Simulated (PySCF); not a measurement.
pyrazine-2-carbonitrile (C5H3N3), SMILES c1cncc(n1)C#N.

The structure is a stationary point at PBE0-D3(BJ)/def2-SVP.

Computed with B3LYP/def2-TZVP run with PySCF.

Gas-phase values at a fixed geometry.

```json
{
 "total_energy": "-356.68724 hartree",
 "point_group": "Cs",
 "highest_occupied_level": "-7.86 eV",
 "lowest_empty_level": "-2.74 eV",
 "orbital_gap": "5.12 eV",
 "dipole_moment": "4.19 D",
 "quadrupole, principal values (traceless, Buckingham form, about the centre of nuclear charge)": "-12.99, 4.41, 8.58 D·Å"
}
```
